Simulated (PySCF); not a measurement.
Cd(SH)(GeH3) (CdGeH4S), SMILES [Cd]([GeH3])[SH].

Geometry: B3LYP-D3(BJ)/def2-SVP. The structure was generated by enumeration; whether it is a known compound was not checked. The def2 effective core potentials stand for the cores of Cd; spin–orbit coupling is left out. One conformer was computed; it need not be the lowest.

Two levels are set side by side: PBE/def2-TZVPD (PySCF) and PBE0/def2-TZVPD (PySCF). Same geometry, gas phase. Differences are taken from unrounded values.

```
quantity                      PBE0
---------------------------  -----
orbital gap (eV)              5.85
highest occupied level (eV)  -7.03
lowest empty level (eV)      -1.17
dipole moment (D)             1.71
mean polarisability (bohr³)   98.3
```

Task: What does PBE give, and how far is it from PBE0? (Estimate from the structure and the level; the computed values follow.)

Result: 
| quantity | PBE | PBE minus PBE0 |
|---|---|---|
| orbital gap (eV) | 3.96 | -1.90 |
| highest occupied level (eV) | -5.88 | 1.15 |
| lowest empty level (eV) | -1.92 | -0.75 |
| dipole moment (D) | 1.65 | -0.06 |
| mean polarisability (bohr³) | 103.1 | 4.8 |

Without exact exchange PBE keeps part of each electron's self-repulsion, which lifts occupied levels and narrows the gap. PBE's more diffuse valence density responds more strongly to a field. Differences between two approximate levels are no errors against the true value.

Rough cost on one machine, each run with all the roots and properties that it gave: PBE0 against PBE within a factor of 2.
